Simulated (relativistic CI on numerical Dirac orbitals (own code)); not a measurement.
# Calculated levels, Ag20+

These numbers are calculated, not measured: Dirac-Coulomb-Breit CI, separate exchange-only KLI orbitals for each configuration, QED by a radiative potential, unscaled Slater integrals (own radial code, finite nucleus).

Configurations in the expansion (outside the closed core [Ne]): 3s2 3p6 3d9, 3s2 3p5 3d10, 3s 3p6 3d10, 3s2 3p6 3d8 4s, 3s2 3p6 3d8 4p, 3s2 3p6 3d8 4d, 3s2 3p6 3d8 4f, 3s2 3p6 3d7 4s2, 3s2 3p5 3d9 4s, 3s2 3p4 3d10 4s, 3s2 3p6 3d7 4s 4p, 3s2 3p4 3d10 4p, 3s2 3p5 3d9 4p, 3s2 3p6 3d8 5s, 3s2 3p6 3d7 4p2, 3s2 3p6 3d8 5p. Levels of other configurations are missing.

The lowest level is 3s2 3p6 3d9 2D_5/2, with 100 % of that term; Hund's rules for 3s2 3p6 3d9 give 2D with J = 5/2, in agreement.

| No. | Configuration | Term | J | E (eV) | % | Landé g | Lifetime (s) |
| --- | --- | --- | --- | --- | --- | --- | --- |
| 1 | 3s2 3p6 3d9 | 2D | 5/2 | 0.000 | 100 | 1.197 |  |
| 2 | 3s2 3p6 3d9 | 2D | 3/2 | 6.361 | 100 | 0.796 | 4.59e-04 |
| 3 | 3s2 3p5 3d10 | 2P° | 3/2 | 202.726 | 100 | 1.330 | 1.72e-12 |
| 4 | 3s2 3p5 3d10 | 2P° | 1/2 | 235.096 | 100 | 0.661 | 1.22e-12 |
| 5 | 3s 3p6 3d10 | 2S | 1/2 | 349.291 | 100 | 1.997 | 2.81e-12 |
| 6 | 3s2 3p6 3d8 4s | 4F | 9/2 | 369.662 | 97 | 1.324 | 5.29e-07 |
| 7 | 3s2 3p6 3d8 4s | 2F | 7/2 | 371.182 | 53 | 1.172 | 1.00e-08 |
| 8 | 3s2 3p6 3d8 4s | 2D | 5/2 | 374.808 | 39 | 1.218 | 1.54e-08 |
| 9 | 3s2 3p6 3d8 4s | 2D | 3/2 | 375.025 | 46 | 0.730 | 8.68e-09 |
| 10 | 3s2 3p6 3d8 4s | 4F | 7/2 | 376.204 | 56 | 1.193 | 1.23e-08 |
| 11 | 3s2 3p6 3d8 4s | 4F | 5/2 | 376.480 | 45 | 1.029 | 1.25e-08 |
| 12 | 3s2 3p6 3d8 4s | 4P | 5/2 | 380.388 | 49 | 1.242 | 1.32e-08 |
| 13 | 3s2 3p6 3d8 4s | 4F | 3/2 | 380.532 | 41 | 1.038 | 9.09e-09 |
| 14 | 3s2 3p6 3d8 4s | 4P | 1/2 | 381.650 | 85 | 2.523 | 1.21e-09 |
| 15 | 3s2 3p6 3d8 4s | 4P | 3/2 | 383.114 | 68 | 1.543 | 1.17e-08 |
| 16 | 3s2 3p6 3d8 4s | 2P | 1/2 | 384.672 | 91 | 0.828 | 2.01e-09 |
| 17 | 3s2 3p6 3d8 4s | 2G | 9/2 | 385.081 | 97 | 1.115 | 1.51e-08 |
| 18 | 3s2 3p6 3d8 4s | 2G | 7/2 | 385.156 | 96 | 0.895 | 1.42e-08 |
| 19 | 3s2 3p6 3d8 4s | 2D | 5/2 | 386.168 | 52 | 1.185 | 8.98e-09 |
| 20 | 3s2 3p6 3d8 4s | 2D | 3/2 | 386.468 | 47 | 0.942 | 5.25e-09 |
| 21 | 3s2 3p6 3d8 4s | 2S | 1/2 | 400.411 | 85 | 1.980 | 2.63e-10 |
| 22 | 3s2 3p6 3d8 4p | 4D° | 7/2 | 409.262 | 66 | 1.341 | 5.83e-11 |
| 23 | 3s2 3p6 3d8 4p | 2G° | 9/2 | 410.575 | 40 | 1.177 | 7.94e-11 |
| 24 | 3s2 3p6 3d8 4p | 2D° | 3/2 | 414.351 | 41 | 1.085 | 3.29e-11 |
| 25 | 3s2 3p6 3d8 4p | 2F° | 5/2 | 414.402 | 34 | 1.078 | 7.76e-11 |
| 26 | 3s2 3p6 3d8 4p | 4D° | 5/2 | 415.674 | 36 | 1.078 | 1.54e-11 |
| 27 | 3s2 3p6 3d8 4p | 4G° | 7/2 | 415.949 | 62 | 1.024 | 4.24e-11 |
| 28 | 3s2 3p6 3d8 4p | 4G° | 11/2 | 418.611 | 97 | 1.264 | 4.25e-11 |
| 29 | 3s2 3p6 3d8 4p | 4D° | 3/2 | 419.307 | 51 | 1.197 | 1.95e-11 |
| 30 | 3s2 3p6 3d8 4p | 4F° | 9/2 | 419.854 | 68 | 1.258 | 4.15e-11 |
| 31 | 3s2 3p6 3d8 4p | 4D° | 1/2 | 419.893 | 48 | 0.566 | 4.36e-11 |
| 32 | 3s2 3p6 3d8 4p | 2D° | 5/2 | 419.921 | 34 | 1.023 | 2.96e-12 |
| 33 | 3s2 3p6 3d8 4p | 2F° | 7/2 | 420.132 | 60 | 1.213 | 5.05e-12 |
| 34 | 3s2 3p6 3d8 4p | 4P° | 1/2 | 421.547 | 69 | 1.976 | 7.53e-11 |
| 35 | 3s2 3p6 3d8 4p | 2D° | 5/2 | 421.644 | 57 | 1.203 | 2.32e-12 |
| 36 | 3s2 3p6 3d8 4p | 4D° | 3/2 | 421.966 | 34 | 1.217 | 1.20e-11 |
| 37 | 3s2 3p6 3d8 4p | 2F° | 5/2 | 423.998 | 28 | 1.090 | 3.28e-12 |
| 38 | 3s2 3p6 3d8 4p | 2F° | 7/2 | 424.120 | 62 | 1.120 | 3.76e-12 |
| 39 | 3s2 3p6 3d8 4p | 2H° | 9/2 | 424.760 | 73 | 0.971 | 7.19e-11 |
| 40 | 3s2 3p6 3d8 4p | 2D° | 5/2 | 424.804 | 40 | 1.090 | 3.28e-12 |
| 41 | 3s2 3p6 3d8 4p | 4G° | 9/2 | 424.923 | 50 | 1.132 | 4.57e-11 |
| 42 | 3s2 3p6 3d8 4p | 4F° | 7/2 | 425.266 | 39 | 1.157 | 1.23e-11 |
| 43 | 3s2 3p6 3d8 4p | 4D° | 3/2 | 425.599 | 45 | 1.127 | 3.38e-12 |
| 44 | 3s2 3p6 3d8 4p | 2F° | 7/2 | 426.028 | 45 | 1.097 | 2.30e-12 |
| 45 | 3s2 3p6 3d8 4p | 4D° | 1/2 | 426.183 | 53 | 0.484 | 1.40e-11 |

Energies count from the lowest computed level; ° marks odd parity; lifetimes are radiative, by E1, M1, E2, M2 decay to levels of this space only.

The mean weight of the leading LS term, summed over parents, in these 45 levels is 62 %, and that of the leading jj configuration (from the same eigenvectors) 78 %, so jj coupling describes them better and the LS labels are nominal.

At this charge energies of transitions that change n are usually good to better than 1 %, and those within a shell (Δn = 0) to a few per cent.

LS names give the leading component of a level, which can be under half, so a name can repeat, a term be missing and a line seem to break the LS rules.
